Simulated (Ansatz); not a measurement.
`C/N=C/N[SiH3]` + `OC1=CS1` → `[SiH3]OC1=CS1` + `C/N=C\N`  (ligand exchange at the Si–N bond)

Computed with Ansatz on PBE0-D4/def2-TZVP structures; ΔE is electronic, products minus reactants. CCSD(T)/CBS is the MP2 limit (def2-TZVPP, def2-QZVPP) plus CCSD(T) − MP2 in def2-TZVPP, frozen cores. Double bonds are as drawn, so ΔE can hold a change between cis and trans. One conformer a species, not always the lowest.

```
        species  HF/CBS(def2) energy (Eh)
`C/N=C/N[SiH3]`                -478.34091
      `OC1=CS1`                -549.27129
`[SiH3]OC1=CS1`                -839.43019
      `C/N=C\N`                -188.19464
```

Q: Work out ΔE.

A: ΔE = (-839.43019) + (-188.19464) − (-478.34091) − (-549.27129) = -0.01263 Eh = -33.2 kJ/mol. CCSD(T)/CBS gives -29.8 kJ/mol.

Largest T1 diagnostic among the species: 0.013.
